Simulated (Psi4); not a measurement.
H6BN3 (SMILES NB(N)N), singlet, geometry from GFN2-xTB; DLPNO-MP2/def2-SVP (Psi4).

Input for Psi4:
```
memory 2 GB

molecule mol {
0 1
  B     0.000084    0.000121   -0.000047
  N     1.256687   -0.376705   -0.534286
  H     1.862821   -1.040228   -0.091353
  H     1.660593    0.057151   -1.342027
  N    -0.472633   -0.602930    1.192296
  H     0.005575   -1.357157    1.646954
  H    -1.387980   -0.431700    1.562533
  N    -0.784558    0.978882   -0.657943
  H    -1.664703    1.302395   -0.305048
  H    -0.473198    1.474198   -1.471290
}

set basis def2-svp
set reference rhf
set freeze_core true

energy('dlpno-mp2')
print_variables()
```

**Question.** Predict the main parts of the log of this Psi4 run.

**Answer.** 
```
    SCF Algorithm Type (re)set to DF.

   => Loading Basis Set <=

    Name: DEF2-SVP
    Role: ORBITAL
    Keyword: BASIS

         ---------------------------------------------------------
                                   SCF
               by Justin Turney, Rob Parrish, Andy Simmonett
                          and Daniel G. A. Smith
                              RHF Reference
         ---------------------------------------------------------

  ==> Geometry <==

    Molecular point group: c1
    Full point group: C1

    Geometry (in Angstrom), charge = 0, multiplicity = 1:

       Center              X                  Y                   Z               Mass
    ------------   -----------------  -----------------  -----------------  -----------------
         B            0.000134798666     0.000197469913    -0.000050182248    11.009305360000
         N            1.256737798666    -0.376628530087    -0.534289182248    14.003074004430
         H            1.862871798666    -1.040151530087    -0.091356182248     1.007825032230
         H            1.660643798666     0.057227469913    -1.342030182248     1.007825032230
         N           -0.472582201334    -0.602853530087     1.192292817752    14.003074004430
         H            0.005625798666    -1.357080530087     1.646950817752     1.007825032230
         H           -1.387929201334    -0.431623530087     1.562529817752     1.007825032230
         N           -0.784507201334     0.978958469913    -0.657946182248    14.003074004430
         H           -1.664652201334     1.302471469913    -0.305051182248     1.007825032230
         H           -0.473147201334     1.474274469913    -1.471293182248     1.007825032230

  Running in c1 symmetry.

  Rotational constants: A =      0.30129  B =      0.30126  C =      0.15069 [cm^-1]
  Rotational constants: A =   9032.55875  B =   9031.59501  C =   4517.42822 [MHz]
  Nuclear repulsion =  118.147050684559744

  Charge       = 0
  Multiplicity = 1
  Electrons    = 32
  Nalpha       = 16
  Nbeta        = 16

  ==> Algorithm <==

  SCF Algorithm Type is DF.
  DIIS enabled.
  MOM disabled.
  Fractional occupation disabled.
  Guess Type is SAD.
  Energy threshold   = 1.00e-08
  Density threshold  = 1.00e-08
  Integral threshold = 1.00e-12

  ==> Primary Basis <==

  Basis Set: DEF2-SVP
    Blend: DEF2-SVP
    Number of shells: 42
    Number of basis functions: 86
    Number of Cartesian functions: 90
    Spherical Harmonics?: true
    Max angular momentum: 2

   => Loading Basis Set <=

    Name: (DEF2-SVP AUX)
    Role: JKFIT
    Keyword: DF_BASIS_SCF

  ==> Integral Setup <==

  SCF_SUBTYPE=INCORE selected. In-core MEM_DF algorithm will be used.
  Using in-core AOs.

  ==> MemDFJK: Density-Fitted J/K Matrices <==

    J tasked:                   Yes
    K tasked:                   Yes
    wK tasked:                   No
    Algorithm:                 Core
    Schwarz Cutoff:           1E-12
    Mask sparsity (%):       0.2163
    Fitting Condition:        1E-10

   => Auxiliary Basis Set <=

  Basis Set: (DEF2-SVP AUX)
    Blend: DEF2-UNIVERSAL-JKFIT
    Number of shells: 136
    Number of basis functions: 414
    Number of Cartesian functions: 488
    Spherical Harmonics?: true
    Max angular momentum: 4

  Minimum eigenvalue in the overlap matrix is 1.2748722952E-02.
  Reciprocal condition number of the overlap matrix is 2.3498055085E-03.
    Using symmetric orthogonalization.

  ==> Pre-Iterations <==

  SCF Guess: Superposition of Atomic Densities via on-the-fly atomic UHF (no occupation information).

   -------------------------
    Irrep   Nso     Nmo
   -------------------------
     A         86      86
   -------------------------
    Total      86      86
   -------------------------

  ==> Iterations <==

                           Total Energy        Delta E     RMS |[F,P]|

   @DF-RHF iter SAD:  -190.61627352170871   -1.90616e+02   0.00000e+00
   @DF-RHF iter   1:  -191.29260968996016   -6.76336e-01   7.79834e-03 DIIS/ADIIS
   @DF-RHF iter   2:  -191.46551330434852   -1.72904e-01   3.82057e-03 DIIS/ADIIS
   @DF-RHF iter   3:  -191.51052224027177   -4.50089e-02   4.34926e-04 DIIS/ADIIS
   @DF-RHF iter   4:  -191.51171565901510   -1.19342e-03   6.81987e-05 DIIS
   @DF-RHF iter   5:  -191.51173695467131   -2.12957e-05   1.73960e-05 DIIS
   @DF-RHF iter   6:  -191.51173887180889   -1.91714e-06   3.32217e-06 DIIS
   @DF-RHF iter   7:  -191.51173898209262   -1.10284e-07   6.13136e-07 DIIS
   @DF-RHF iter   8:  -191.51173898519252   -3.09990e-09   8.94564e-08 DIIS
   @DF-RHF iter   9:  -191.51173898526272   -7.02016e-11   2.55541e-08 DIIS
   @DF-RHF iter  10:  -191.51173898526756   -4.83169e-12   1.02247e-08 DIIS
   @DF-RHF iter  11:  -191.51173898526883   -1.27898e-12   2.27392e-09 DIIS
  Energy and wave function converged.

  ==> Post-Iterations <==

    Orbital Energies [Eh]
    ---------------------

    Doubly Occupied:

[...]
      16A     -0.364412

    Virtual:

[...]
      86A      3.970873

    Final Occupation by Irrep:
              A
    DOCC [    16 ]
    NA   [    16 ]
    NB   [    16 ]

  @DF-RHF Final Energy:  -191.51173898526883

   => Energetics <=

    Nuclear Repulsion Energy =            118.1470506845597441
    One-Electron Energy =                -494.5834645766848325
    Two-Electron Energy =                 184.9246749068562394
    Total Energy =                       -191.5117389852688348

Computation Completed

Properties will be evaluated at   0.000000,   0.000000,   0.000000 [a0]

Properties computed using the SCF density matrix

 Multipole Moments:

 ------------------------------------------------------------------------------------
     Multipole            Electronic (a.u.)      Nuclear  (a.u.)        Total (a.u.)
 ------------------------------------------------------------------------------------

 L = 1.  Multiply by 2.5417464519 to convert [e a0] to [Debye]
 Dipole X            :          0.0009613            0.0030719            0.0040332
 Dipole Y            :          0.0011703            0.0046110            0.0057813
 Dipole Z            :         -0.0029706           -0.0001868           -0.0031574
 Magnitude           :                                                    0.0077240

 ------------------------------------------------------------------------------------

  //>>>>>>>>>>>>>>>>>>>>>>>>>>>>>>>>>>>//
  //             DLPNO-MP2             //
  //<<<<<<<<<<<<<<<<<<<<<<<<<<<<<<<<<<<//

   => Loading Basis Set <=

    Name: (DEF2-SVP AUX)
    Role: RIFIT
    Keyword: DF_BASIS_MP2

   --------------------------------------------
                     DLPNO-MP2
                   by Zach Glick
   --------------------------------------------

  DLPNO convergence set to NORMAL.

  Detailed DLPNO thresholds and cutoffs:
    T_CUT_DO     = 1.000e-02
    T_CUT_PNO    = 1.000e-08
    T_CUT_DO_IJ  = 1.000e-05
    T_CUT_PRE    = 1.000e-06
    T_CUT_DO_PRE = 3.000e-02
    T_CUT_MKN    = 1.000e-03
    T_CUT_CLMO   = 1.000e-04
    T_CUT_CPAO   = 1.000e-04
    S_CUT        = 1.000e-08
    F_CUT        = 1.000e-05

  ==> Boys Localizer <==

    Convergence =   1.000E-12
    Maxiter     =        1000

    Iteration                   Metric       Residual
    @Boys    0   8.8052042802026289E+00              -
    @Boys    1   7.5314024054905417E+01   7.553353E+00
    @Boys    2   9.5993080780344002E+01   2.745711E-01
    @Boys    3   9.9529904926514362E+01   3.684457E-02
    @Boys    4   9.9656854233280455E+01   1.275489E-03
    @Boys    5   9.9669108878582747E+01   1.229684E-04
    @Boys    6   9.9671222855098577E+01   2.120995E-05
    @Boys    7   9.9671660221822762E+01   4.388094E-06
    @Boys    8   9.9671721187787824E+01   6.116680E-07
    @Boys    9   9.9671733941671263E+01   1.279589E-07
    @Boys   10   9.9671737068740782E+01   3.137368E-08
    @Boys   11   9.9671737732217679E+01   6.656620E-09
    @Boys   12   9.9671737887220374E+01   1.555132E-09
    @Boys   13   9.9671737926570302E+01   3.947952E-10
    @Boys   14   9.9671737937221437E+01   1.068621E-10
    @Boys   15   9.9671737939057195E+01   1.841804E-11
    @Boys   16   9.9671737939454175E+01   3.982877E-12
    @Boys   17   9.9671737939532989E+01   7.907297E-13

    Boys Localizer converged.

  ==> Forming Local MO Domains <==

    Auxiliary BFs per Local MO:
      Average =  172 AUX BFs (5 atoms)
      Min     =  124 AUX BFs (4 atoms)
      Max     =  220 AUX BFs (6 atoms)

    Projected AOs per Local MO:
      Average =   86 PAOs (10 atoms)
      Min     =   86 PAOs (10 atoms)
      Max     =   86 PAOs (10 atoms)

    Local MOs per Local MO:
      Average =   12 LMOs
      Min     =   12 LMOs
      Max     =   12 LMOs

    Screened 0 of 144 LMO pairs (0.00 %)
             0 pairs met overlap criteria
             12 pairs met energy criteria

    Screened LMO pair energy =  0.000000000000

  ==> Merging LMO Domains into LMO Pair Domains <==

    Auxiliary BFs per Local MO pair:
      Average =  222 AUX BFs (7 atoms)
      Min     =  124 AUX BFs (4 atoms)
      Max     =  248 AUX BFs (8 atoms)

    Local MOs per Local MO pair:
      Average =   12 LMOs
      Min     =   12 LMOs
      Max     =   12 LMOs

    Projected AOs per Local MO pair:
      Average =   86 PAOs (10 atoms)
      Min     =   86 PAOs (10 atoms)
      Max     =   86 PAOs (10 atoms)

    Coefficient sparsity in AO -> LMO transform:   0.00 %
    Coefficient sparsity in AO -> PAO transform:   0.00 %
    Coefficient sparsity in combined transforms:   0.00 %

    Storing transformed LMO/PAO integrals in sparse format.

  ==> Transforming 3-Index Integrals to LMO/PAO basis <==

  ==> Forming Pair Natural Orbitals <==

    Natural Orbitals per Local MO pair:
      Avg:  35 NOs
      Min:  26 NOs
      Max:  43 NOs

    PNO truncation energy = -0.000031086844

  ==> Local MP2 <==

    E_CONVERGENCE = 1.00e-06
    R_CONVERGENCE = 1.00e-06

                     Corr. Energy    Delta E     Max R
  @LMP2 iter   0:  -0.587402236655 -5.874e-01  6.479e-04
  @LMP2 iter   1:  -0.593055579760 -5.653e-03  1.470e-04
  @LMP2 iter   2:  -0.593254627153 -1.990e-04  3.001e-05
  @LMP2 iter   3:  -0.593264672182 -1.005e-05  5.478e-06
  @LMP2 iter   4:  -0.593264967393 -2.952e-07  9.661e-07

  Total DLPNO-MP2 Correlation Energy:  -0.593296054236
    MP2 Correlation Energy:            -0.593264967393
    LMO Truncation Correction:          0.000000000000
    PNO Truncation Correction:         -0.000031086844

  Variable Map:
  ----------------------------------------------------------------------------
[...]
  Array Variable Map:
  ----------------------------------------------------------------------------
[...]
[...]
```
